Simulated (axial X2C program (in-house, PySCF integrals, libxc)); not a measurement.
## InH: from Re and ωe to a spectrum

A bond curve at the CCSD(T) level, two-component, was computed with an in-house relativistic program for diatomic molecules (basis In dyall-cv3z [11s12p9d4f1g], H dyall-v3z [6s2p1d] (cores contracted in-house)) for the state Ω = 0 (closed shell). Its fit gives Re = 1.8407 Å, ωe = 1461.6 cm⁻¹, ωexe = 23.7 cm⁻¹ and αe = 1.461e-01 cm⁻¹; the masses are 114.9039 and 1.0078 u. Two-component means X2C with spin–orbit coupling and atomic mean-field Coulomb and Gaunt terms.

Correlated methods: 14 electrons correlated (number of frozen shells: In 4 s, 3 p, 1 d; H none), 192 virtual spin orbitals or spinors in MP2, 140 natural virtuals in coupled cluster.

Problem. Find the reduced mass, Be and the force constant.

Solution. From the CCSD(T) values: μ = 0.9990 u. Be = 16.8576/(μ Re²) = 4.98 cm⁻¹. k = 5.8918×10⁻⁷ μ ωe² = 1.26 mdyn/Å.

Problem. Give B0, the J = 1←0 line in GHz and the most populated J at 300 K (kT = 208.5 cm⁻¹).

Solution. B0 = Be − αe/2 = 4.907 cm⁻¹; 2B0 = 294.2 GHz; J(max) ≈ √(kT/2B0) − 1/2 = 4.1, so J = 4.

Problem. Estimate De from a Morse curve and compare with the computed well depth of 2.557 eV to In + H.

Solution. De(Morse) = ωe²/(4ωexe) = 2.794 eV against 2.557 eV computed, a ratio of 1.09. For De the Morse form works well here.

Problem. Estimate the centrifugal constant by the Kratzer relation.

Solution. D = 4Be³/ωe² = 2.31e-04 cm⁻¹.

Problem. A Morse curve ties αe to the other constants (Pekeris). How well does that hold?

Solution. αe(Morse) = 6Be²/ωe × (√(ωexe/Be) − 1) = 1.203e-01 cm⁻¹; the CCSD(T) curve gives 1.461e-01 cm⁻¹, a ratio of 0.82.

One determinant describes the state; a PBE0 search over occupations chose it and may have missed a lower one. De is counted from the lowest determinant-based energies of the atoms at the same level, without counterpoise correction. Coupled cluster ran in a truncated set of natural virtual spinors; the MP2 energy of the rest was added. (T) has no such correction and the atoms are truncated less, which lowers De at CCSD(T) by a hundredth of an eV or more.
